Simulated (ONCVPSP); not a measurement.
What one change does to a pseudopotential (rhodium (Rh), ONCV)

- Element: Rh
- Generator: ONCVPSP 4.0.1
- Type: optimised norm-conserving Vanderbilt (ONCV)
- Functional: BLYP
- Relativity: scalar-relativistic
- Frozen core: [Ar] 3d10
- Valence charge: 17
- Reference configuration: 4s2 4p6 4d8 5s0.75 5p0.25
- Partial waves: 4s+5s: rc 1.40 bohr, ncon 4, nbas 8, qcut 6.9 1/bohr, 2 projectors; 4p+5p: rc 1.85 bohr, ncon 4, nbas 7, qcut 7.6 1/bohr, 2 projectors; 4d: rc 1.75 bohr, ncon 4, nbas 8, qcut 9.2 1/bohr, 2 projectors, debl 2.5 Ha
- Local potential: polynomial inside 1.10 bohr (lpopt 4, dvloc0 4 Ha)
- Core correction: none

All-electron outer shells of the reference configuration (BLYP, scalar-relativistic, ld1.x):

```csv
shell,level (eV),outermost node (bohr),outermost maximum (bohr)
3p,-483.22,0.15,0.34
3d,-301.06,–,0.29
4s,-82.88,0.47,0.88
4p,-50.78,0.47,0.94
4d,-6.29,0.46,1.14
5s,-4.65,1.19,2.63
5p,-1.12,1.35,3.83
```

Change: all radii scaled by about 1.21 (s 1.70, p 2.24, d 2.12 bohr); local potential polynomial inside 1.34 bohr (lpopt 4, dvloc0 4 Ha).

Cutoffs: the cutoffs (Ha) at which the residual kinetic energy of the hardest occupied pseudo-wave falls to 1 and 0.1 mHa per electron; they do not see the model core or the augmentation charge, which bear on the density cutoff. Errors are all-electron minus pseudo energies relative to the spin-unpolarised reference configuration.

Task: Predict the effect on cutoff, ghosts and configuration errors.

Result: The potential gets softer (26 Ha and 73 Ha → 23 Ha and 28 Ha); the errors of the 3 common tests hardly move; neither file shows a bound ghost. A larger radius leaves more room for a smooth pseudo-wave, so fewer plane waves are needed.

| quantity | base | changed |
| --- | --- | --- |
| cutoff, loose | 26 Ha | 23 Ha |
| cutoff, tight | 73 Ha | 28 Ha |
| loose cutoff by channel | s 22 Ha, p 17 Ha, d 26 Ha | s 17 Ha, p 16 Ha, d 23 Ha |
| bound ghosts | none | none |
| GHOST(+) flags under 300 eV | none | none |
| tests with a reliable result | 3 of 4 | 3 of 4 |
| error for 4s2 4p6 4d8 5s1 5p0, meV [ΔE -0.87 eV] | +0.1 | +0.2 |
| error for 4s2 4p6 4d8 5s0 5p0, meV [ΔE 6.68 eV] | -1.1 | -1.1 |
| error for 4s2 4p5 4d8 5s1 5p0, meV [ΔE 55.63 eV] | -85 | -86 |
